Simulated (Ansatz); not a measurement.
The cluster Sr₃Se₃⁻, 6 atoms. Hardware: 4 threads of Arm Neoverse V1 on a shared host.

In the def2 sets Sr takes a core potential; there is no spin–orbit coupling. Correlated methods freeze 27 core orbitals; core or outer-core shells of Sr, Se are correlated, in sets that lack core-valence functions.

(1) How many basis functions does each of these Ansatz runs have, and roughly what does it cost? LDA (SPW92)/def2-TZVPD, charge -1 doublet, energy, from earlier orbitals; B3LYP-D4/def2-SVPD, charge -1 doublet, relaxation, 16 steps; PBE-D4/def2-SVP, charge -1 doublet, energy with a search over starts; HF/STO-3G, charge -1 doublet, energy; RPA@PBE/def2-TZVPD, charge -1 doublet, energy, from earlier orbitals; MP2/def2-TZVPD, charge -1 doublet, energy, from earlier orbitals; PBE-D4/def2-TZVPD, charge -1 doublet, energy and forces, from earlier orbitals; r2SCAN-D4/def2-TZVPD, charge -1 doublet, energy, from earlier orbitals; PBE0-D4/def2-TZVPD, charge -1 doublet, energy, from earlier orbitals; r2SCANh-D4/def2-TZVPD, charge -1 doublet, energy, from earlier orbitals; r2SCAN0-D4/def2-TZVPD, charge -1 doublet, energy, from earlier orbitals.

Answers

(1) Other jobs shared the machine, so times can vary by a factor of up to 3.

```
                                                                           run  functions  fitting or Cholesky vectors  wall time  peak host memory (GiB)
      LDA (SPW92)/def2-TZVPD, charge -1 doublet, energy, from earlier orbitals        270                         2208       11 s                     0.7
                                          HF/STO-3G, charge -1 doublet, energy        120                         1190       15 s                     0.8
PBE-D4/def2-TZVPD, charge -1 doublet, energy and forces, from earlier orbitals        270                         2208       18 s                    0.73
          PBE0-D4/def2-TZVPD, charge -1 doublet, energy, from earlier orbitals        270                         1974       38 s                     1.5
              MP2/def2-TZVPD, charge -1 doublet, energy, from earlier orbitals        270                         1974       39 s                     1.4
          PBE-D4/def2-SVP, charge -1 doublet, energy with a search over starts        165                         1881       41 s                    0.67
          RPA@PBE/def2-TZVPD, charge -1 doublet, energy, from earlier orbitals        270                         1974       46 s                     1.2
        r2SCAN-D4/def2-TZVPD, charge -1 doublet, energy, from earlier orbitals        270                         2208       47 s                    0.88
       r2SCANh-D4/def2-TZVPD, charge -1 doublet, energy, from earlier orbitals        270                         1974       59 s                     1.6
       r2SCAN0-D4/def2-TZVPD, charge -1 doublet, energy, from earlier orbitals        270                         1974       66 s                     1.6
                   B3LYP-D4/def2-SVPD, charge -1 doublet, relaxation, 16 steps        201                         2091    4.7 min                     1.1
```
